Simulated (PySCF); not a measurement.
# Os: electron affinity

Os- [Xe] 4f14 5d7 6s2 (4F) → Os [Xe] 4f14 5d6 6s2 (5D), as a difference of total energies. All numbers are calculated (PySCF 2.14, scalar relativity through the core potential, in aug-cc-pVDZ-PP with ECP60MDF (5s5p4d2f, 54 functions)). Correlated levels: valence: 5s2 5p6 frozen. The calculations carry no spin-orbit coupling.

| method | electron affinity (eV) |
| --- | --- |
| UHF | -0.616 |
| MP2 (valence) | 0.513 |
| SCS-MP2 (valence) | 0.554 |
| CCSD (valence) | 0.588 |
| CCSD(T) (valence) | 0.722 |

The reference lies between the lowest fine-structure levels, while these numbers refer to the centres of the terms.

Errors of the correlated levels include the incompleteness of this basis and the frozen core.

A negative affinity means that the anion lies above the atom at that level of theory.

The coupled-cluster amplitudes are large for Os- (T1 above 0.03 or a double amplitude above 0.15), so a single reference is strained.

For comparison: 1.078 eV (measured; photodetachment measurements, as compiled on the Wikipedia data page of electron affinities).
